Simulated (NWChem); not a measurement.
System: C5H5F; SMILES C#C/C=C(/C)F

Input file for NWChem:

```
start job
memory heap 200 mb stack 900 mb global 1100 mb
geometry units angstroms
  C      2.679808    -0.083509     0.328869
  C      1.595103    -0.158829    -0.180622
  C      0.325647    -0.249078    -0.783818
  C     -0.819960     0.009948    -0.154375
  C     -2.193514    -0.062420    -0.720143
  F     -0.806762     0.386094     1.145620
  H      3.626602    -0.017395     0.774620
  H      0.300459    -0.548243    -1.821281
  H     -2.790443    -0.775375    -0.150956
  H     -2.677848     0.911075    -0.640032
  H     -2.164142    -0.366383    -1.761520
end
basis spherical
  * library def2-svp
end
dft
  xc pbe0
  iterations 150
end
driver
  maxiter 120
end
task dft optimize
task dft freq
```

The level has its own optimisation; frequencies are unscaled. Brackets give each atom's bonded neighbours.

**Question.** What results follow from this input? (PBE0/def2-SVP.) Quantities: r C–C [C(CC)–C(CH)] (Å); r C–H [C(CH)–H(C)] (Å); r C–C [C(CC)–C(CCH)] (Å); r C–C [C(CCF)–C(CCH)] (Å); highest harmonic frequency (cm⁻¹); lowest (cm⁻¹); zero-point energy (kcal/mol); dipole (D).

**Answer.** 
* **r C–C [C(CC)–C(CH)] (Å)**: 1.214
* **r C–H [C(CH)–H(C)] (Å)**: 1.074
* **r C–C [C(CC)–C(CCH)] (Å)**: 1.418
* **r C–C [C(CCF)–C(CCH)] (Å)**: 1.344
* **highest harmonic frequency (cm⁻¹)**: 3491
* **lowest (cm⁻¹)**: 140
* **zero-point energy (kcal/mol)**: 51.6
* **dipole (D)**: 1.89
